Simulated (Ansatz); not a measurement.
Reaction (homolysis of the B–O bond): `COB(S)Cl` → `S[B]Cl`• + `C[O]`•

Gas-phase electronic energies from Ansatz, PBE0-D4/def2-TZVP geometries. CCSD(T)/CBS is the MP2 limit (def2-TZVPP, def2-QZVPP) plus CCSD(T) − MP2 in def2-TZVPP, frozen cores. This one scheme is used for every species. Functionals use def2-TZVPP. Open shells (•) are unrestricted, without spin–orbit coupling. One conformer a species, not always the lowest.

`COB(S)Cl`:

Cartesian coordinates in Å:
```
C 1.152 -0.648 -0.501
O 0.360 0.213 0.302
B -0.971 0.323 0.176
S -1.915 1.440 1.232
Cl -1.880 -0.611 -1.023
H 1.073 -0.377 -1.555
H 2.183 -0.532 -0.171
H 0.843 -1.688 -0.377
H -0.845 1.880 1.917
```

`S[B]Cl`•:

```xyz
4

S     0.964   -0.344    0.380
B    -0.586    0.243   -0.229
Cl   -1.856   -0.763   -0.813
H     1.479    0.865    0.662
```

`C[O]`•:

```xyz
5

C     0.024   -0.044   -0.019
O    -0.698    0.229    1.095
H     0.063    0.909   -0.584
H    -0.457   -0.776   -0.685
H     1.068   -0.317    0.193
```

```csv
species,PBE energy (Eh)
`COB(S)Cl`,-998.64156
`S[B]Cl`•,-883.47428
`C[O]`•,-114.96260
```

Problem. Work out ΔE.

Solution. ΔE = (-883.47428) + (-114.96260) − (-998.64156) = 0.20468 Eh = +128.4 kcal/mol. CCSD(T)/CBS gives +138.7 kcal/mol.

Largest T1 diagnostic among the species: 0.019.

From PBE to PBE0 (25 % exact exchange), in def2-TZVPP and without D4, ΔE moves by +0.9 kcal/mol. The D4 term adds +3.3 kcal/mol with B3LYP and +1.8 kcal/mol with PBE0; it sums over pairs of atoms, weighted by their polarisabilities, and B3LYP, whose exchange is more repulsive, gets the larger term.

B3LYP here is the variant with VWN-RPA as its local correlation; programs differ in this.
